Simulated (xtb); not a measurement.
Harmonic IR lines of one isomer of C9H10O, unscaled. Level of theory: xtb 6.7.1 with GFN2-xTB.

wavenumber (cm⁻¹): 88 (vw), 544 (vw), 726 (w), 784 (m), 890 (w), 918 (m), 1013 (w), 1029 (w), 1073 (m), 1161 (s), 1267 (m), 1277 (vs), 1342 (m), 1430 (m), 1473 (vw), 1479 (m), 1486 (w), 1579 (s), 1596 (m), 2927 (m), 2942 (m), 3026 (w), 3048 (m), 3076 (w), 3095 (w), 3102 (m), 3111 (m), 3131 (m)

Problem. Name which structure gives these lines.
A) `C=Cc1cccc(OC)c1`
B) `C=Cc1ccccc1OC`
C) `C=Cc1ccc(OC)cc1`
D) `C=C(OC)c1ccccc1`

Solution. A, `C=Cc1cccc(OC)c1`
